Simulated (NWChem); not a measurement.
Species: C2H5ClOSi; SMILES Cl[Si@@H](C)C=O

```xyz
10

C      2.0204    -0.0083    -0.2621
Si     0.2621    -0.0858     0.3433
Cl    -0.6887    -1.8276    -0.2717
C     -0.7093     1.4163    -0.3801
O     -0.1852     2.5035    -0.3673
H      2.0701    -0.2063    -1.3432
H      2.4064     1.0067    -0.0764
H      2.6607    -0.7348     0.2590
H      0.1709    -0.0128     1.8301
H     -1.7470     1.2854    -0.7964
```
Atoms are numbered in this order, from 1.

Geometry: optimised at PBE0/def2-SVP.

Problem. Give the principal values of the shielding tensors (ppm) of C1, Si2, Cl3, C4, O5 from PBE0/pcSseg-1, GIAO (NWChem), with their diamagnetic and paramagnetic parts as GIAO splits them.

Solution. 
| atom | σ11 | σ22 | σ33 | isotropic | diamagnetic | paramagnetic |
|---|---|---|---|---|---|---|
| C1 | 177.0 | 189.2 | 193.8 | 186.7 | 254.8 | -68.1 |
| Si2 | 289.1 | 378.8 | 431.3 | 366.4 | 879.8 | -513.4 |
| Cl3 | 934.5 | 955.9 | 1043.5 | 978.0 | 1148.5 | -170.5 |
| C4 | -176.3 | -90.9 | 81.8 | -61.8 | 253.6 | -315.4 |
| O5 | -1656.2 | -556.8 | 402.4 | -603.5 | 401.5 | -1005.0 |
